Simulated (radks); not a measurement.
Task: The mean radii <r> (bohr) of the occupied orbitals of an atom or ion are listed with their occupations. All-electron calculation, scalar-relativistic Kohn-Sham, PBE, spin-unpolarised, spherical densities, point nucleus. Program: a radial shooting solver on a logarithmic mesh with Libxc functionals.

| orbital | occ. | <r> |
|---|---|---|
| 1s | 2 | 0.02109 |
| 2s | 2 | 0.08823 |
| 2p | 6 | 0.07780 |

Name the element and its charge.

Result: Z = 66, dysprosium, charge +56: Dy56+ in [Ne]. The 1s radius gives Z: for a bare nucleus <r> = (2 gamma + 1)/(2Z) with gamma = sqrt(1 - (Z/c)^2), 0.02085 bohr for Z = 66, and screening makes it slightly larger (0.02109 here). The occupations add up to 10, and the charge is Z minus that.
